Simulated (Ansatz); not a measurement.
Consider the cleavage of the Si–Si bond: `[SiH3][SiH]1CO1` + HI → `I[SiH]1CO1` + SiH₄.

Program: Ansatz. Geometries: PBE0-D4/def2-TZVP. ΔE: electronic, gas phase. CBS: MP2 limit from def2 TZ/QZ plus the TZ coupled-cluster correction, frozen cores. This one scheme is used for every species. Functionals use def2-TZVPP. B3LYP here is the variant with VWN-RPA as its local correlation; programs differ in this. HSE06 is defined as in plane-wave codes. def2 core potentials past Kr. For I outer-core shells are correlated without core-valence functions, which leaves a few kJ/mol of doubt a bond.

```csv
level,ΔE (kJ/mol),difference from CCSD(T)/CBS
LDA (SPW92),-73.1,17.9
PBE-D4,-76.0,15.0
revPBE-D4,-76.4,14.6
BLYP-D4,-81.2,9.8
r2SCAN-D4,-85.5,5.5
B97M-V,-79.1,11.9
PBE0-D4,-80.7,10.3
B3LYP-D4,-84.8,6.2
r2SCANh-D4,-86.6,4.4
r2SCAN0-D4,-88.2,2.8
BHLYP-D4,-91.4,-0.4
ωB97X-V,-85.0,6.0
ωB97M-V,-90.2,0.8
B2PLYP,-89.3,1.7
PBE-QIDH,-89.5,1.5
PBE,-75.8,15.2
revPBE,-76.2,14.8
r2SCAN,-85.7,5.3
PBE0,-80.6,10.4
B3LYP,-84.0,7.0
r2SCANh,-86.8,4.2
r2SCAN0,-88.4,2.6
HSE06,-80.8,10.2
BHLYP,-89.7,1.3
CAM-B3LYP,-84.4,6.6
LC-ωPBE,-81.5,9.5
RPA@PBE/def2-TZVPP,-81.7,9.3
HF/def2-SVP,-90.6,0.4
MP2/def2-SVP,-90.0,1.0
CCSD/def2-SVP,-80.0,11.0
CCSD(T)/def2-SVP,-79.5,11.5
MP2/def2-TZVPP,-98.6,-7.6
SCS-MP2/def2-TZVPP,-95.9,-4.9
CCSD(T)/def2-TZVPP,-84.4,6.6
HF/def2-QZVPP,-97.9,-6.9
MP2/def2-QZVPP,-102.6,-11.6
SCS-MP2/def2-QZVPP,-99.4,-8.4
HF/CBS(def2),-97.9,-6.9
MP2/CBS(def2),-105.2,-14.2
CCSD/CBS(def2),-91.2,-0.2
CCSD(T)/CBS,-91.0,0
```

Largest T1 diagnostic among the species: 0.015.

At CCSD(T), def2-SVP lies +11.5 kJ/mol from the extrapolated value and def2-TZVPP +6.6 kJ/mol. From BLYP to BHLYP (50 % exact exchange), in def2-TZVPP and without D4, ΔE moves by −9.3 kJ/mol. Leaving LDA and LC-ωPBE aside and taking each functional with its dispersion term where it has one, the values spread over 15.4 kJ/mol, from BHLYP-D4 to PBE-D4.
